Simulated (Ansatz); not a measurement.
Br₂Mg, SMILES [Mg-]([Br])[Br], charge -1, multiplicity 2.

Geometry: B3LYP-D3(BJ)/def2-SVPD.

Two levels are set side by side: PBE/def2-TZVPD (Ansatz, a program for electronic structure) and PBE0/def2-TZVPD (Ansatz). Energy differences of separate SCF runs at the same geometry; the states with an electron removed or added have multiplicity 1. Differences are taken from unrounded values.

```tsv
quantity	PBE
vertical ionisation energy (eV)	2.06
```

Problem. These are the PBE values. What does PBE0 give? (An estimate is asked for; the answer gives what the named calculation found.)

Solution. 
```json
[
 {"quantity": "vertical ionisation energy (eV)", "PBE0": "2.13", "PBE minus PBE0": "-0.07"}
]
```
